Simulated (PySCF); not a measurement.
**Computed structure and properties of [Sm(OH)2]+**

System: [Sm(OH)2]+ (singlet in the valence; each metal's 4f electrons, 5 of them, lie in its core potential, out of spins and levels); start: template (C2). Method: PySCF 2.14.0, RKS PBE0, Sm lcecp-1-SVP with ECP51, O def2-SVP, H def2-SVP; non-relativistic Hamiltonian with scalar-relativistic core potentials where named; density fitting; no spin-orbit coupling.

Input of the relaxation:

```python
mol = gto.M(atom='''
Sm     0.00000     0.00000    -0.16485
O      2.00610    -0.00000     0.73295
H      2.96570    -0.09060     0.79195
O     -2.00610     0.00000     0.73295
H     -2.96570     0.09060     0.79195''',
    basis={'Sm': 'lcecp-1-SVP', 'O': 'def2-SVP', 'H': 'def2-SVP'},
    ecp={'Sm': 'lcecp-1-SVP'},
    charge=1, spin=0)
mf = dft.RKS(mol, xc='PBE0')
mf.grids.atom_grid = (50, 194)  # f atoms: unpruned, at least (60, 302)
mf = mf.density_fit()  # fitting sets: Sm AutoAux, O def2-universal-JKFIT, H def2-universal-JKFIT
mf.conv_tol = 1e-08; mf.max_cycle = 55
mf.kernel(dm0)  # dm0: converged density of the start geometry
# quasi-Newton relaxation in Cartesian coordinates to a largest gradient under 0.00045 Eh/bohr, steps kept in the point group
```

Run from Python with OMP_NUM_THREADS=2; the lines above give its settings. Where DIIS fails, smearing, a level shift and second-order steps follow.
It took 30 s on 2 threads of Arm Neoverse V1, on a shared host, from the converged density of the start.

Course of the relaxation:

```
step  energy above end (eV)  largest force component within the symmetry (eV/Å)
   0                 1.0566                                               2.827
   1                 0.4996                                               1.233
   2                 0.3167                                               1.182
   3                 0.2710                                               1.117
   4                 0.2470                                               1.666
   5                 0.1208                                               0.639
   6                 0.0785                                               0.445
   7                 0.0453                                               0.697
  10                 0.0014                                               0.071
  11                 0.0005                                               0.030
  12                 0.0002                                               0.052
  13                 0.0001                                               0.035
  14                 0.0000                                               0.009
  15                 0.0000                                               0.009
```
(The steps between are left out.)

Relaxed geometry (C2v):

```xyz
5

Sm    0.0000    0.0000   -0.6170
O     1.6438   -0.0340    0.5169
H     2.2866   -0.0475    1.2340
O    -1.6438    0.0340    0.5169
H    -2.2866    0.0475    1.2340
```

```
    contact      Å
Sm1–O2 (OH)  1.997
Sm1–O4 (OH)  1.997
```

On the finer grid (75, 302):

```json
{
  "HOMO": "-13.49 eV",
  "LUMO": "-6.76 eV",
  "Dipole about the centre of mass": "2.60 D",
  "Set of Mulliken populations of Sm1 outside the core potential": "s 2.10, p 6.14, d 1.25, f 0.10",
  "D3(BJ) dispersion energy (not in the energies)": "-0.054 eV"
}
```

```tsv
atom	Mulliken (e)	Löwdin (e)	spin (e)
Sm1	1.41	1.19	0.00
O2	-0.44	-0.22	0.00
H3	0.24	0.12	0.00
O4	-0.44	-0.22	0.00
H5	0.24	0.12	0.00
```

The 4f levels lie in the core potential and are missing. Their spin isn't counted.

On the grid (50, 194), as all that follows. Harmonic modes: a minimum; lowest 141 cm⁻¹ (negative: unstable), highest 3933 cm⁻¹, zero-point energy 0.710 eV.

Taking off one OH (charge -1, singlet; the rest: singlet) in vacuum, both parts rigid, costs 17.38 eV; the small basis without counterpoise inflates it. Most of it is the attraction of opposite charges; other ways to part are cheaper, and one spin state was tried for the rest.

Rigid scan of OH along the line from its metal:

(distance to O2 (Å), energy (eV)): (1.70, 1.864), (1.80, 0.713), (1.90, 0.154), (2.00, 0.000), (2.10, 0.115), (2.20, 0.405), (2.40, 1.260), (2.70, 2.729), (3.10, 4.447), (3.60, 5.929)

One start shape was tried, so this needn't be the lowest isomer.

An lcecp potential fixes the number of 4f electrons, so in runs with it no electron can move into or out of that shell.
